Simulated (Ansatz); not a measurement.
`CCC(C)OC(C)(C)C` + `C[SiH2]O` → `CC[SiH2]O` + `CC(C)OC(C)(C)C`  (formal exchange of groups at a C–C bond)

Program: Ansatz. Geometries: PBE0-D4/def2-TZVP. ΔE: electronic, gas phase. CCSD(T)/CBS is the MP2 limit (def2-TZVPP, def2-QZVPP) plus CCSD(T) − MP2 in def2-TZVPP, frozen cores. This one scheme is used for every species. DFT in def2-TZVPP. B3LYP here is the variant with VWN-RPA as its local correlation; programs differ in this. HSE06 is defined as in plane-wave codes. One conformer a species, not always the lowest.

| level | ΔE (kJ/mol) | difference from CCSD(T)/CBS |
| --- | --- | --- |
| LDA (SPW92) | 13.9 | 1.4 |
| PBE-D4 | 9.9 | -2.6 |
| revPBE-D4 | 9.7 | -2.8 |
| BLYP-D4 | 9.6 | -2.9 |
| r2SCAN-D4 | 12.1 | -0.4 |
| B97M-V | 13.9 | 1.4 |
| PBE0-D4 | 10.7 | -1.8 |
| B3LYP-D4 | 10.2 | -2.3 |
| r2SCAN0-D4 | 12.2 | -0.3 |
| HSE06-D4 | 10.5 | -2.0 |
| BHLYP-D4 | 10.8 | -1.7 |
| CAM-B3LYP-D4 | 11.4 | -1.1 |
| ωB97M-V | 12.5 | 0.0 |
| B2PLYP | 9.5 | -3.0 |
| PBE-QIDH | 11.1 | -1.4 |
| PBE | 7.6 | -4.9 |
| revPBE | 4.4 | -8.1 |
| BLYP | 5.5 | -7.0 |
| r2SCAN | 10.9 | -1.6 |
| PBE0 | 8.5 | -4.0 |
| B3LYP | 7.1 | -5.4 |
| r2SCANh | 10.9 | -1.6 |
| r2SCAN0 | 10.9 | -1.6 |
| HSE06 | 8.4 | -4.1 |
| BHLYP | 8.6 | -3.9 |
| CAM-B3LYP | 9.1 | -3.4 |
| HF/def2-SVP | 6.5 | -6.0 |
| MP2/def2-SVP | 11.9 | -0.6 |
| CCSD/def2-SVP | 10.5 | -2.0 |
| CCSD(T)/def2-SVP | 11.2 | -1.3 |
| HF/def2-TZVPP | 6.6 | -5.9 |
| MP2/def2-TZVPP | 13.2 | 0.7 |
| SCS-MP2/def2-TZVPP | 11.4 | -1.1 |
| CCSD/def2-TZVPP | 11.7 | -0.8 |
| HF/def2-QZVPP | 6.6 | -5.9 |
| MP2/def2-QZVPP | 13.2 | 0.7 |
| SCS-MP2/def2-QZVPP | 11.4 | -1.1 |
| HF/CBS(def2) | 6.6 | -5.9 |
| MP2/CBS(def2) | 13.1 | 0.6 |
| CCSD/CBS(def2) | 11.7 | -0.8 |
| CCSD(T)/CBS | 12.5 | 0 |

Largest T1 diagnostic among the species: 0.010.

Leaving LDA and LC-ωPBE aside and taking each functional with its dispersion term where it has one, the values spread over 4.3 kJ/mol, from B2PLYP to B97M-V. LDA lies +6.3 kJ/mol from PBE without D4. From BLYP to BHLYP (50 % exact exchange), in def2-TZVPP and without D4, ΔE moves by +3.1 kJ/mol.
